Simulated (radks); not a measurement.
Values are calculated unless marked as measured or tabulated.
Spherical quantum dot in the effective-mass picture: electrons in a hard-walled sphere of radius 10.4, with a point charge +1 (a donor) at the centre, all in effective atomic units (hartree* = m*/eps^2 hartree, bohr* = eps/m* bohr), one dielectric constant everywhere. Level of theory: non-relativistic Kohn-Sham, PBE, spin-polarised, spherical densities (a radial shooting solver with Libxc functionals). Levels are named by radial order and angular momentum (1s, 1p, 1d, 2s, ...), and open shells are averaged over m.

N = 6, configuration 1s2 1p(up 3, down 0) 2s(up 1, down 0). This is the lowest configuration that the search found (a dilute case). Occupied levels:

| level | occupation | eigenvalue (hartree*) | <r> (bohr*) |
|---|---|---|---|
| 1s up | 1 | 0.55571 | 3.379 |
| 1s down | 1 | 0.60086 | 4.758 |
| 2s up | 1 | 0.60408 | 5.500 |
| 1p up | 3 | 0.60803 | 7.122 |

Energy (hartree*): total 1.01475, kinetic 0.96353, external -1.8735, Hartree 2.8354, exchange-correlation -0.91072.

Electron density:

| r (bohr*) | n(r) (e/bohr*^3) |
|---|---|
| 0.255 | 0.2001 |
| 1.03 | 0.04388 |
| 1.81 | 0.01127 |
| 2.59 | 0.003591 |
| 3.37 | 0.001684 |
| 4.15 | 0.001339 |
| 4.93 | 0.001476 |
| 5.71 | 0.001759 |
| 6.49 | 0.001969 |
| 7.27 | 0.001902 |
| 8.05 | 0.001460 |
| 8.83 | 0.0007534 |
| 9.61 | 0.0001961 |
| 10.4 | 1.810e-07 |
